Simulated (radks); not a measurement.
Question: These are the eigenvalues of the occupied orbitals of an atom or ion with whole-number occupations (eV). Method: non-relativistic Kohn-Sham, LB94 model potential, spin-polarised, spherical densities, point nucleus; computed with a radial shooting solver on a logarithmic mesh with Libxc functionals.

1s down: -60396.00
1s up: -60396.00
2s up: -9887.499
2s down: -9887.481
2p up: -9472.018
2p down: -9472.009
3s up: -2251.907
3s down: -2251.900
3p up: -2058.831
3p down: -2058.818
3d up: -1697.801
3d down: -1697.772
4s up: -450.9651
4s down: -450.9164
4p up: -371.5392
4p down: -371.4963
4d up: -227.2882
4d down: -227.2613
5s down: -71.9352
5s up: -71.8054
5p down: -49.6331
5p up: -49.5546
4f down: -41.8520
4f up: -41.8320
5d up: -17.6828
6s up: -15.0576
6s down: -14.5234

Which element is it, and in what charge state? The configuration may be excited. Open shells, if any, are filled with parallel spins first.

Answer: Z = 72, hafnium, charge +1: Hf+ in [Xe] 4f14 5d1 6s2. The list shows which subshells hold electrons but not how many an open one holds; the 1s level, -2219.5 hartree, gives Z - s = 66.6 by -(Z - s)^2/2, which with screening narrows Z to a few neighbours, and the depths of the outer levels then fix element, charge and occupations together.
